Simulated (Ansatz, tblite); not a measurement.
Cost and result up the ladder for SnCl3(OSiMe3) (C₃H₉Cl₃OSiSn) (18 atoms). Total charge 0; singlet. Geometry: r2SCAN-D4/def2-SVP.

```xyz
18

Sn   -0.4488    0.6030    2.6800
Cl   -2.2472   -0.4688    3.6990
Cl    1.2452    0.9129    4.2446
Cl   -1.1569    2.6933    1.8968
O     0.2212   -0.4934    1.2270
Si    0.1874   -0.3003   -0.4628
C    -1.5825   -0.0085   -1.0021
C     0.8620   -1.9080   -1.1317
C     1.2725    1.1546   -0.9202
H    -1.6581    0.0644   -2.1001
H    -1.9787    0.9314   -0.5829
H    -2.2400   -0.8313   -0.6764
H     0.2328   -2.7583   -0.8245
H     0.9016   -1.8936   -2.2337
H     1.8818   -2.0910   -0.7574
H     0.8849    2.0913   -0.4865
H     2.3028    1.0116   -0.5554
H     1.3200    1.2907   -2.0137
```

Ansatz on 4 threads of Arm Neoverse V2 on a shared host; xTB runs through tblite on one thread. Times are rough, summed over both states, and most runs start from the orbitals of an earlier one. PBE0-D4/def2-TZVP serves as the yardstick here, not as an exact answer. The other state is a doublet.

In the def2 sets Sn takes a core potential; there is no spin–orbit coupling. The xTB rows come from tblite.

Run but left out: PBE-D4/def2-TZVP (charge +1 doublet: an occupied level 0.11 eV above an empty one).

Raw xTB energies of ions are shifted by several eV.

| level | functions | wall time |
| --- | --- | --- |
| GFN1-xTB | 79 | 0.036 s |
| GFN2-xTB | 70 | 0.038 s |
| HF/def2-TZVP (with forces) | 376 | 57 s |
| PBE0-D4/def2-TZVP | 376 | 91 s |

(1) Estimate what each level gives for the vertical IE (eV).

Results:

(1) 
```csv
level,vertical IE (eV),difference from PBE0-D4/def2-TZVP (eV)
GFN1-xTB,13.83,3.70
GFN2-xTB,13.47,3.33
HF/def2-TZVP (with forces),10.11,-0.02
PBE0-D4/def2-TZVP,10.14,0.00
```
